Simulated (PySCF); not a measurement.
Compound: C8H10S.
Geometry (PBE0-D3(BJ)/def2-SVP, Å), atoms numbered from 1 in this order:
```xyz
19
C8H10S angstrom
C      3.3793    0.5487   -0.3442
C      2.0316    0.0135   -0.2317
C      0.9111   -0.4403   -0.1352
C     -0.4531   -0.9531   -0.0181
C     -1.3286   -0.5304   -1.2171
C     -1.7124    0.9097   -0.8841
C     -1.8042    0.9586    0.6213
S     -2.4451    2.1564    1.5052
C     -1.2005   -0.3118    1.1674
H      3.9573    0.3677    0.5753
H      3.9250    0.0835   -1.1799
H      3.3626    1.6357   -0.5191
H     -0.4138   -2.0499    0.0803
H     -0.8081   -0.6376   -2.1783
H     -2.2267   -1.1686   -1.2458
H     -2.6322    1.2777   -1.3600
H     -0.9040    1.6016   -1.1811
H     -0.5849   -0.1290    2.0583
H     -2.0348   -0.9660    1.4787
```

Computed, not measured: PBE0-D3(BJ)/def2-SVP geometry optimisation, gas phase (PySCF 2.14.0).

Masses are those of the commonest isotopes; rigid-rotor values at the optimised geometry. The values belong to one conformer with, in the numbering `[CH3:1][C:2]#[C:3][C@@H:4]1[CH2:5][CH2:6][C:7](=[S:8])[CH2:9]1`, C3–C4–C5–C6 -80°, C4–C5–C6–C7 -32°, C5–C6–C7–S8 -168°, C6–C7–C9–C4 13°.

(1) What are A, B and C (cm⁻¹)?

(2) What kind of rotor is it?

(3) Is it planar, by Δ = Ic − Ia − Ib?

(4) Give the other two planar moments, Paa and Pbb, and the rms extents of the mass along the axes.

(5) List the rotational levels J(Ka,Kc) to J = 3 (K).

(6) Which types of transition are allowed, and where do some lines up to J = 2 fall?

Results:

(1) Ia = 224.82, Ib = 661.33, Ic = 755.16 u·Å²; 505379 MHz·u·Å²/I gives 2248, 764.2 and 669.2 MHz, that is A = 0.07498, B = 0.02549, C = 0.02232 cm⁻¹.

(2) An asymmetric top; Ray's κ = -0.880.

(3) Not planar: Δ = Ic − Ia − Ib = -130.99 u·Å². For a rigid frame Δ = −2 Σ m c², so Σ m c² = 65.50 u·Å² lies off the ab plane: 19.06 from hydrogen and 46.43 from heavier atoms. The atom farthest from that plane is 1.84 Å away.

(4) Paa = Σ m a² = (Ib + Ic − Ia)/2 = 595.83 and Pbb = Σ m b² = (Ia + Ic − Ib)/2 = 159.32 u·Å². With the mass M = 138.05 u, the rms extents √(P/M) along a, b and c are 2.08, 1.07, 0.69 Å.

(5) Above 0(0,0), as E/k:
J = 1: 1(0,1) 0.069, 1(1,1) 0.140, 1(1,0) 0.145
J = 2: 2(0,2) 0.206, 2(1,2) 0.273, 2(1,1) 0.287, 2(2,1) 0.500, 2(2,0) 0.501
J = 3: 3(0,3) 0.412, 3(1,3) 0.472, 3(1,2) 0.500, 3(2,2) 0.707, 3(2,1) 0.708, 3(3,1) 1.074, 3(3,0) 1.074
The levels of one J sum to (2J + 1)J(J + 1)(A + B + C)/3.

(6) The dipole components are |μa| = 2.39 D, |μb| = 1.61 D, |μc| = 0.10 D. Intensities carry the squares of the components, which stand as 1.00 : 0.46 : 0.00 (a : b : c). Some lines, for components of 0.1 D or more:

| type | branch | J(Ka,Kc) | MHz | lower level (cm⁻¹) |
| --- | --- | --- | --- | --- |
| b | R | 2(0,2) ← 1(1,1) | 1379 | 0.097 |
| a | R | 1(0,1) ← 0(0,0) | 1433 | 0.000 |
| b | Q | 2(1,1) ← 2(0,2) | 1678 | 0.143 |
| a | R | 2(1,2) ← 1(1,1) | 2772 | 0.097 |
| a | R | 2(0,2) ← 1(0,1) | 2862 | 0.048 |
| b | R | 1(1,1) ← 0(0,0) | 2917 | 0.000 |
| a | R | 2(1,1) ← 1(1,0) | 2962 | 0.100 |
| b | Q | 2(2,0) ← 2(1,1) | 4456 | 0.199 |
| b | Q | 2(2,1) ← 2(1,2) | 4736 | 0.190 |
| b | R | 2(2,1) ← 1(1,0) | 7413 | 0.100 |
| b | R | 2(2,0) ← 1(1,1) | 7512 | 0.097 |

Stationary, but not proved a minimum. No vibrational averaging or centrifugal distortion is included, and the geometry carries the error of its method. A rigid rotor knows nothing of internal rotation, which can split or shift real lines.

The run took 67 s of wall time on one thread of an Arm Neoverse V1, no GPU, shared host with 32 logical CPUs at a one-minute load of 18, and the process peaked at 0.86 GiB of memory. These figures are those of the optimisation.
